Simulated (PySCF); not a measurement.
**Core binding energy against partial charge**

Compound: C6H11F.
Numbering: `[F:1][CH:2]1[CH2:3][CH2:4][CH2:5][CH2:6][CH2:7]1`

Cartesian coordinates in Å at the PBE0-D3(BJ)/def2-SVP level; atoms count from 1:
```
atom  x, y, z in Å
F1     1.7776   -0.2726    1.1780
C2     1.4277   -0.0578   -0.1498
C3     0.5699   -1.2217   -0.6142
C4    -0.7633   -1.2645    0.1261
C5    -1.5053    0.0640    0.0119
C6    -0.6388    1.2224    0.4976
C7     0.6943    1.2686   -0.2427
H8     2.3693   -0.0191   -0.7252
H9     1.1304   -2.1595   -0.4746
H10    0.4001   -1.1091   -1.6992
H11   -0.5672   -1.4820    1.1894
H12   -1.3825   -2.0918   -0.2553
H13   -2.4488    0.0264    0.5796
H14   -1.7852    0.2357   -1.0440
H15   -1.1688    2.1812    0.3838
H16   -0.4371    1.0994    1.5750
H17    0.5300    1.4946   -1.3108
H18    1.3415    2.0655    0.1561
```

Binding energies: PySCF 2.14.0, delta-SCF UKS SCAN, pcX-2 on the ionised atom, pcseg-1 elsewhere, spin-free X2C. Charges: PBE0/pcSseg-1 ground-state density, for the ionised atom.

```tsv
atom	environment	C 1s (eV)	Mulliken (e)	IAO (e)	Hirshfeld (e)	ESP (e)
C5	ring CH2 carbon	290.46	-0.238	-0.251	-0.068	-0.086
C4	ring CH2 carbon	290.46	-0.225	-0.255	-0.070	+0.036
C3	ring CH2 carbon	290.61	-0.220	-0.270	-0.078	-0.204
C2	sp3 C–F carbon	292.64	+0.146	+0.184	+0.065	+0.297
```

**Question.** Give the correlation coefficient and slope of binding energy on charge for each scheme.

**Answer.** Mulliken: r = 1.00, slope 5.7 eV per e; IAO: r = 0.99, slope 4.8 eV per e; Hirshfeld: r = 0.99, slope 15.4 eV per e; ESP: r = 0.86, slope 4.3 eV per e. On 4 points no scheme stands out.

**Question.** The point-charge model writes a binding energy as kq + V + constant, with V the potential of the other atoms' charges at the site. What does it give with the Hirshfeld charges?

**Answer.** V = Σ 14.40 eV Å × q/r over all other atoms: +0.39 eV at C5, +0.40 eV at C4, +0.85 eV at C3, -1.28 eV at C2. Fitting binding energy − V to q gives k = 28.8 eV per e and leaves an rms residual of 0.02 eV, against 0.12 eV for the fit on q alone. The model has no term for differences in relaxation between sites.

Geometry: PBE0-D3(BJ)/def2-SVP, one conformer, isolated molecule.
